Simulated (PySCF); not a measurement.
C₈H₁₂P (charge -1).
Atom-mapped SMILES: `[CH3:1][c:2]1[cH:3][c:4]([CH:5]([CH3:6])[CH3:7])[cH:8][p-:9]1` (hydrogens: H10, H11, H12 on C1; H13 on C3; H14 on C5; H15, H16, H17 on C6; H18, H19, H20 on C7; H21 on C8)

The same species was optimised twice, with GFN2-xTB and with PBE0-D3(BJ)/def2-SVP (PySCF), and the same property calculations (PySCF, gas phase) were run on both structures.

```csv
coordinate,GFN2-xTB,PBE0-D3(BJ)/def2-SVP,change
C4–C8 (Å),1.381,1.402,+0.021
C2–C3 (Å),1.381,1.399,+0.018
C8–P9 (Å),1.743,1.761,+0.018
C3–C4 (Å),1.402,1.416,+0.014
C2–P9 (Å),1.756,1.767,+0.011
C4–C5 (Å),1.507,1.513,+0.006
C5–C7 (Å),1.531,1.530,-0.001
C5–C6 (Å),1.532,1.531,-0.001
C1–C2 (Å),1.502,1.501,-0.001
C4–C5–C7 (°),111.3,112.3,+1.0
C4–C5–C6 (°),110.9,112.0,+1.1
C2–P9–C8 (°),89.6,90.4,+0.8
C4–C8–P9 (°),113.3,112.6,-0.7
C3–C2–P9 (°),111.8,111.3,-0.5
C6–C5–C7 (°),110.1,110.5,+0.4
C2–C3–C4 (°),113.6,113.9,+0.3
C3–C4–C5 (°),123.7,123.4,-0.3
C3–C4–C5–C6 (°),-113,-113,0
```

Rotational constants: A = 2776, B = 826.2, C = 738.6 MHz (GFN2-xTB) against A = 2739, B = 810.2, C = 724.5 MHz (PBE0-D3(BJ)/def2-SVP).

On the GFN2-xTB structure: HOMO (eV) -0.31 [PBE0/pcSseg-1]; LUMO (eV) 4.87 [PBE0/pcSseg-1]; GIAO shielding of C1 (ppm) 165.3 [PBE0/pcSseg-1]; GIAO shielding of C2 (ppm) 43.1 [PBE0/pcSseg-1]; GIAO shielding of C3 (ppm) 68.5 [PBE0/pcSseg-1]; GIAO shielding of C4 (ppm) 49.4 [PBE0/pcSseg-1]; GIAO shielding of C5 (ppm) 150.2 [PBE0/pcSseg-1]; GIAO shielding of C6/C7 (mean) (ppm) 157.3 [PBE0/pcSseg-1]; GIAO shielding of C8 (ppm) 66.5 [PBE0/pcSseg-1]; GIAO shielding of P9 (ppm) 226.8 [PBE0/pcSseg-1].

What do these properties become on the PBE0-D3(BJ)/def2-SVP structure?

```csv
property,level,on GFN2-xTB,on PBE0-D3(BJ)/def2-SVP,change
HOMO (eV),PBE0/pcSseg-1,-0.31,-0.36,-0.05
LUMO (eV),PBE0/pcSseg-1,4.87,4.80,-0.07
"energy, GFN2-xTB geometry as zero (kcal/mol)",PBE0/pcSseg-1,0.0,-1.0,-1.0
GIAO shielding of C1 (ppm),PBE0/pcSseg-1,165.3,163.8,-1.5
GIAO shielding of C2 (ppm),PBE0/pcSseg-1,43.1,41.1,-2.0
GIAO shielding of C3 (ppm),PBE0/pcSseg-1,68.5,64.4,-4.1
GIAO shielding of C4 (ppm),PBE0/pcSseg-1,49.4,45.2,-4.2
GIAO shielding of C5 (ppm),PBE0/pcSseg-1,150.2,149.6,-0.6
GIAO shielding of C6/C7 (mean) (ppm),PBE0/pcSseg-1,157.3,155.2,-2.1
GIAO shielding of C8 (ppm),PBE0/pcSseg-1,66.5,61.4,-5.1
GIAO shielding of P9 (ppm),PBE0/pcSseg-1,226.8,212.3,-14.5
```

The heavy atoms differ by 0.027 Å rms after alignment. Among bonds between heavy atoms C4–C8 changes most (+0.021 Å). Changes are differences of the printed values. Neither structure is proved a minimum here. The structure is a single PBE0-D3(BJ)/def2-SVP conformer in the gas phase; no vibrational or solvent corrections. The geometry's basis has no diffuse functions, a weakness for an anion.

Conformer computed: `[CH3:1][c:2]1[cH:3][c:4]([CH:5]([CH3:6])[CH3:7])[cH:8][p-:9]1`: C3–C4–C5–C6 -113°.
